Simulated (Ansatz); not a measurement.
Pulling on the Br1–Cl2 bond in BrCl (multiplicity 1 held). Energies count from the point at 2.165 Å.


Unrestricted levels (U-) break spin symmetry where that is lower. Active spaces are followed from rest. Curves can end on different states.

Frozen-core correlation. Filled d and f shells under p-block atoms count as core.

Run with Ansatz (a quantum-chemistry and plane-wave program) with Gaussian orbitals. Each number belongs to the level named beside it.

What is the computed energy at R = 8.661 Å (U-SCS-MP2/def2-SVP)?

1.77 eV

Doubts at one or more of the structures used: a spin-contaminated determinant (U-SCS-MP2/def2-SVP).
